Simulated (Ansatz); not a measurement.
# One reagent, a row of partners

Four-centre ligand exchange: SiH₄O ([OH][SiH3]) meets different compounds of Si. Each row is one chosen step, not always the lowest open to these reactants.

Gas-phase electronic energies, without zero-point energy, by CCSD(T) at an estimated basis limit (MP2 extrapolated from triple and quadruple zeta, plus CCSD(T) − MP2 in triple zeta); Ansatz 0.2.0, def2-TZVPP and QZVPP, frozen cores, on PBE0-D4/def2-TZVP structures. Extrapolation: Hartree–Fock as exp(−7.88 √X), correlation as X^−2.97. All energies, in kJ/mol, count from the separated reactants, without counterpoise correction; the start and end structures are the complexes reached by relaxing down from the saddle, and deeper ones may exist. Brackets give SMILES, or, where every atom is bracketed, only which atoms are joined. Steps whose reference was doubtful or whose search ended elsewhere are left out.

| reactants | products | broken | formed | start structure | saddle | end structure | saddle by PBE0-D4/TZ |
| --- | --- | --- | --- | --- | --- | --- | --- |
| SiH₂Cl₂ ([Cl][SiH2][Cl]) + SiH₄O ([OH][SiH3]) | Si₂H₄Cl₂O ([SiH3][O][SiH]([Cl])[Cl]) + H₂ | H–O, H–Si | H–H, O–Si | -15.8 | 137.1 | -115.3 | 119.7 |
| SiHCl₃ ([Cl][SiH]([Cl])[Cl]) + SiH₄O ([OH][SiH3]) | Si₂H₃Cl₃O ([SiH3][O][Si]([Cl])([Cl])[Cl]) + H₂ | H–O, H–Si | H–H, O–Si | -15.1 | ? | -110.3 | 118.1 |
| SiH₃Cl ([SiH3][Cl]) + SiH₄O ([OH][SiH3]) | Si₂H₅ClO ([SiH3][O][SiH2][Cl]) + H₂ | H–O, H–Si | H–H, O–Si | -14.8 | 144.9 | -107.1 | 127.7 |

(1) What is the height of the saddle for SiHCl₃ ([Cl][SiH]([Cl])[Cl]) + SiH₄O ([OH][SiH3])? (Judge from chemistry; the value comes from the calculation.)

(2) How do the PBE0-D4 saddles lie against the coupled-cluster estimate?

No T1 diagnostic of these runs exceeds 0.012.

For scale, one of the runs: CCSD(T)/def2-TZVPP, 311 basis functions, launched by `ansatz run in.yaml --threads 4 --pin off --events-out ev --progress --plain --max-ram 66560MiB --backend cuda --devices 0, --max-vram 37GiB`. Time: 14 s of wall clock on 4 CPU threads of an AMD EPYC 7R13 and a share of one NVIDIA H100; the host was shared. Peak host memory: 0.84 GiB.

Results:

(1) By the calculation: 133.6 kJ/mol relative to the separated reactants, the lowest of the series; above its start structure the barrier is 133.6 − (-15.1) ≈ 148.6 kJ/mol.

(2) All lower, by 15.5 to 17.4 kJ/mol.
